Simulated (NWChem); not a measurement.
System: CH4GeN2O; SMILES [NH2][GeH2][O]C#N

```xyz
9

N      0.4224    -2.8369     0.1715
C     -0.1193    -1.8724    -0.1932
O     -0.7099    -0.8209    -0.6029
Ge    -0.2918     0.8421     0.1390
N      1.4782     1.1427     0.1041
H     -1.0429     1.7611    -0.8166
H     -0.7790     0.7540     1.5849
H      1.9313     1.2326    -0.7999
H      2.0588     0.6095     0.7445
```
Atoms are numbered in this order, from 1.

All runs use the structure optimised with PBE0/def2-SVP. B3LYP is NWChem's, with the RPA form of VWN correlation.

**Question.** Give the principal values of the shielding tensors (ppm) of N1, C2, O3, Ge4, N5 from B3LYP/6-31G* (spherical d), GIAO (NWChem), with their diamagnetic and paramagnetic parts as GIAO splits them.

**Answer.** 
```csv
atom,σ11,σ22,σ33,isotropic,diamagnetic,paramagnetic
N1,-20.1,15.9,333.1,109.7,334.5,-224.8
C2,-7.4,-4.9,286.9,91.5,262.4,-170.9
O3,210.9,253.3,310.9,258.4,390.3,-132.0
Ge4,1423.5,1532.5,1565.5,1507.2,2760.3,-1253.1
N5,193.7,231.1,255.0,226.6,316.3,-89.7
```
